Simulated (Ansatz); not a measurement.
Si(OMe)2Cl2 (C2H6Cl2O2Si). The state is a triplet with charge 0. Geometry r2SCAN-D4/def2-SVP, that of the neutral singlet; atoms count from 1.

```
atom   x (Å)   y (Å)   z (Å)
 Si1  -0.241   0.020   0.048
  O2   0.974   0.679   0.907
  C3   0.834   1.468   2.074
  H4   0.241   2.377   1.872
  H5   1.839   1.767   2.403
  H6   0.349   0.898   2.885
  O7   0.438  -0.785  -1.193
  C8  -0.257  -1.514  -2.190
  H9  -0.837  -2.341  -1.746
 H10   0.487  -1.934  -2.882
 H11  -0.941  -0.860  -2.757
Cl12  -1.524   1.481  -0.642
Cl13  -1.360  -1.255   1.222
```

At PBE0-D4/def2-TZVP a singlet of charge 0 lies 7.59 eV below the triplet at the same geometry.

Question: Estimate the Mulliken populations from the PBE0/def2-TZVP orbitals of Ansatz.

Answer: 
| atom | charge (e) | spin (α − β) |
| --- | --- | --- |
| Si1 | 0.25 | 0.72 |
| O2 | -0.24 | 0.10 |
| C3 | -0.22 | 0.00 |
| H4 | 0.13 | 0.02 |
| H5 | 0.14 | 0.00 |
| H6 | 0.13 | 0.02 |
| O7 | -0.24 | 0.10 |
| C8 | -0.22 | 0.00 |
| H9 | 0.13 | 0.02 |
| H10 | 0.14 | 0.00 |
| H11 | 0.13 | 0.02 |
| Cl12 | -0.05 | 0.50 |
| Cl13 | -0.05 | 0.49 |
Mulliken values depend strongly on the basis.

Question: Where does the spin sit?

Answer: Summed by element: Si 0.72, O 0.19, C 0.01, H 0.09, Cl 0.99, of 2 unpaired in all. Largest on single atoms: Si1 0.72, Cl12 0.50, Cl13 0.49.

Question: And the Mayer bond orders between heavy atoms (over 0.3)?

Answer: Si1–O2 1.08 (1.63 Å); Si1–O7 1.08 (1.63 Å); Si1–Cl12 0.81 (2.06 Å); Si1–Cl13 0.81 (2.06 Å); O2–C3 0.94 (1.42 Å); O7–C8 0.94 (1.42 Å).
